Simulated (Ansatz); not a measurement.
Reaction (ligand exchange at the Si–C bond): `N[SiH](F)CF` + `N[SiH](O)F` → `N[Si@@H](F)O[Si@@H](N)F` + fluoromethane

Program: Ansatz. Geometries: PBE0-D4/def2-TZVP. ΔE: electronic, gas phase. CCSD(T)/CBS adds triple-zeta CCSD(T) − MP2 to the extrapolated MP2 energy (def2 sets, frozen cores). This one scheme is used for every species. Each species was taken in one conformer, which may not be the lowest.

```
                  species  CCSD(T)/CBS(def2) energy (Eh)
            `N[SiH](F)CF`                     -584.52271
             `N[SiH](O)F`                     -521.31725
`N[Si@@H](F)O[Si@@H](N)F`                     -966.26222
                     `CF`                     -139.63461
```

Work out ΔE.

ΔE = (-966.26222) + (-139.63461) − (-584.52271) − (-521.31725) = -0.05687 Eh = -1.55 eV.

Largest T1 diagnostic among the species: 0.011.

From PBE to PBE0 (25 % exact exchange), in def2-TZVPP and without D4, ΔE moves by −0.10 eV. In def2-TZVPP, CCSD(T) changes the Hartree–Fock value by +0.23 eV (the triples alone add +0.03 eV) and MP2 by +0.20 eV.
